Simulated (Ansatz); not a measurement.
A run on CH$_{3}$F$_{2}$Sn, SMILES `[CH3][Sn]([F])[F]` radical with other settings.

```yaml
crystal:
  periodic: [false, false, false]
  atoms:
    - {symbol: C, position_ang: [-0.343270, 1.014811, -0.114832]}
    - {symbol: Sn, position_ang: [-0.159706, -1.199399, 0.610227]}
    - {symbol: F, position_ang: [1.659921, -1.136276, 1.556058]}
    - {symbol: F, position_ang: [0.145858, -2.267594, -0.960407]}
    - {symbol: H, position_ang: [-1.382089, 0.803070, -0.895750]}
    - {symbol: H, position_ang: [-0.517291, 1.613211, 0.590477]}
    - {symbol: H, position_ang: [0.453309, 1.111594, -0.705317]}
basis:
  gaussian: {orbitals: LANL2DZ, point_charges: [{charge: 0.50, position_ang: [4.574, 0.809, -0.246]}]}
magnetization: {spin_polarized: true, initial_magnetization: 1}
hamiltonian: {xc: {name: PBE}, dispersion: d3bj}
accuracy: high
output: {forces: true}
```

```sh
$ ansatz run in.yaml --threads 4 --pin off --events-out ev --progress --plain --max-ram 10444MiB
```

It prints (some lines left out):

```
Error: <dir> can't be read: No such file or directory (os error 2)
```
